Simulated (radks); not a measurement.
Problem. Coulomb parameter of the 4d shell of the niobium ion Nb2+ in the model configuration [Kr] 4d2 5s1, as a second difference U = [E(n + 0.25) + E(n - 0.25) - 2 E(n)] / (0.25)^2 with all orbitals relaxed. "Bare": the charge of the atom changes with n. "Screened": the 5s shell takes up the change at fixed total charge, which measures U(4d,4d) + U(5s,5s) - 2 U(4d,5s). Method: scalar-relativistic Kohn-Sham, PBE, spin-unpolarised, spherical densities, finite nucleus; Fermi nuclear charge, rms radius 4.324 fm; computed with a radial shooting solver on a logarithmic mesh with Libxc functionals. Estimate both.

Solution. U(bare) = 11.227 eV, U(screened by 5s) = 1.320 eV, against the Slater integral F0(4d,4d) = 13.886 eV with frozen orbitals.
